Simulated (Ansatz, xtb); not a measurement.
Ranking isomers of H3NSiSn

6 gas-phase structures of H3NSiSn, found in a search over its isomers (lower ones may exist). Each was relaxed with GFN2-xTB:

A. a triplet given by its coordinates
B. a singlet given by its coordinates
C. `[H]/N=[SiH]\[SnH]`, a singlet
D. `[SiH2]=[N][SnH]`, a singlet
E. `[NH]1[SiH2][Sn]1`, a singlet
F. `[SiH3][N]=[Sn]`, a singlet

A (Å):

| atom | x (Å) | y (Å) | z (Å) |
| --- | --- | --- | --- |
| N | 0.8596 | -1.8103 | -0.7200 |
| Si | -0.7429 | -2.1093 | -1.2622 |
| Sn | -1.7553 | -1.4081 | -3.3684 |
| H | 1.2514 | -2.1072 | 0.1573 |
| H | 1.5245 | -1.2964 | -1.2710 |
| H | -1.1510 | -2.8574 | -0.0539 |

Close contacts (Å): N1–Si2 1.72, Si2–Sn3 2.44, N1–H4 1.01, N1–H5 1.00, Si2–H6 1.48.

B (Å):

```xyz
6

N     0.1850   -2.0966    2.8943
Si    0.2179   -1.3884    1.4769
Sn   -0.0839   -0.5736   -0.9435
H     0.4177   -2.2958    3.8446
H    -1.8442   -0.7362   -0.4157
H    -0.0003   -2.4001   -1.2057
```

Close contacts (Å): N1–Si2 1.58, Si2–Sn3 2.57, N1–H4 1.00, Sn3–H5 1.84, Sn3–H6 1.85.

Question: Estimate their order in r2SCAN-D4/def2-SVP energy at these geometries, lowest first.

Answer: Calculated order at r2SCAN-D4/def2-SVP: F (0.0), E (2.5), A (16.5), D (119.5), B (144.0), C (153.4) kJ/mol. Less than 1 kcal/mol parts F and E, so the order within that pair means little.

Energies above the lowest of each column, in kJ/mol; the last columns are at PBE0-D3(BJ)/def2-SVP geometries and were run for some of them only (a dash: not run or not comparable):

```
structure  GFN2-xTB  HF/STO-3G  r2SCAN-D4/def2-SVP  PBE0-D3(BJ)/def2-SVP  CCSD(T)/def2-TZVPP
        F       0.0        0.0                 0.0                  18.4                 0.0
        E      73.4       13.4                 2.5                   0.0                16.2
        A         –      120.2                16.5                  18.3                57.3
        D      13.3      224.6               119.5                     –                   –
        B      22.9      294.7               144.0                     –                   –
        C      76.2      258.8               153.4                     –                   –
```

CCSD(T)/def2-TZVPP puts F lowest of those it was run on; PBE0-D3(BJ)/def2-SVP picks E. Some further structures that were screened fall inside this span and aren't listed. Flexible structures stand in one conformer each, not always the lowest. Frequencies (PBE0-D3(BJ)/def2-SVP) were run for A, E, F alone. GFN2-xTB has no spin polarisation and isn't compared across spin states. Open shells are spin-unrestricted. Large T1 diagnostics make some coupled-cluster values less sure. Atoms past krypton carry core potentials in the def2 sets, without spin–orbit terms.

Over these structures GFN2-xTB departs from r2SCAN-D4/def2-SVP by 65.7 kJ/mol on average once a common shift is removed. A GFN2-xTB relaxation took about 0.071 s and the r2SCAN-D4/def2-SVP energy about 1.1 s on a shared host (Ansatz 0.2.0, xtb 6.7.1).
